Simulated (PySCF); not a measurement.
Method: PBE0 in PySCF with Ge def2-TZVP, Cl def2-TZVP; no relativity; density-fitted integrals.

Each entry is the lowest minimum that a search over a few typed start shapes (and spin states, where more than one is plausible) found, or that minimum re-optimised at the stated level; isomers with ligand–ligand bonds, or fragments after loss of a ligand pair, can lie lower. Open shells are unrestricted.

GeCl₂ is a singlet of C2v symmetry with Ge–Cl 2.182 Å (×2); Cl–Ge–Cl 100.1°. Its wavenumbers are 158, 388, 409 cm⁻¹.

What changes when one electron is removed, giving GeCl₂⁺?

It costs 9.92 eV between the minima (9.92 eV with zero-point energy). GeCl₂⁺ is a doublet of C2v symmetry with Ge–Cl 2.075 Å (×2); Cl–Ge–Cl 120.7°; wavenumbers 134, 433, 494 cm⁻¹.
